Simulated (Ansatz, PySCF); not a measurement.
Species: SnF$_{2}$, charge 0, singlet. SnF2 (SMILES [F][Sn][F]).
B3LYP-D3(BJ)/def2-TZVP minimum from Ansatz (a program for electronic structure):
```
Sn
F 1 1.9482
F 1 1.9482 2 96.21
```

Atomisation energy term by term, kcal/mol (programs: Ansatz). Radicals and triplets start from unrestricted determinants; spin-orbit coupling is neglected. Cores are frozen in correlated methods (noble-gas shells, and filled d and f shells in the p block). Past Kr the def2 sets carry scalar-relativistic core potentials. CBS(X,Y): correlation extrapolated as X^-3, Hartree-Fock from the larger set. A bracket is a step between two methods taken in the basis named. Spin-orbit terms, left out, reach several kcal/mol for Br and I, and more for heavier atoms.

```json
[
 {"term": "Hartree-Fock", "basis": "def2-QZVPP", "kcal/mol": "154.57"},
 {"term": "CCSD correlation", "basis": "CBS(def2-TZVPP,def2-QZVPP)", "kcal/mol": "82.69"},
 {"term": "(T)", "basis": "CBS(def2-TZVPP,def2-QZVPP)", "kcal/mol": "7.98"},
 {"term": "CCSDT(Q) - CCSD(T)", "basis": "def2-TZVPP", "kcal/mol": "0.15"},
 {"term": "CCSDTQ - CCSDT(Q)", "basis": "def2-SVP", "kcal/mol": "-0.12"},
 {"term": "minus zero-point energy", "basis": "Hessian by PySCF at B3LYP-D3(BJ)/def2-TZVP", "kcal/mol": "-1.93"},
 {"term": "sum: D0", "basis": "", "kcal/mol": "243.3"}
]
```

The step beyond CCSD(T) by other levels: CCSDTQ in def2-SVP 0.70; CCSDT(Q) in def2-SVP 0.82 kcal/mol.
